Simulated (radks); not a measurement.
Species: Er3+. Configuration: [Xe] 4f10.5 6p0.5 (fractional occupations, a model configuration). All-electron calculation, Dirac Kohn-Sham, PBE, spin-unpolarised, spherical densities, finite nucleus; open shells are shared between the two j in proportion to 2j + 1; Fermi nuclear charge, rms radius 5.2516 fm. Program: a radial shooting solver on a logarithmic mesh with Libxc functionals.

X-ray form factor f0, the Fourier transform of the density (f0(0) = 65):

sin(theta)/lambda (1/angstrom),f0 (electrons)
0.05,64.309
0.1,62.434
0.15,59.774
0.2,56.672
0.25,53.365
0.3,50.042
0.4,43.869
0.5,38.661
0.6,34.335
0.8,27.553
1,22.650
1.25,18.630
1.5,16.115
2,12.621
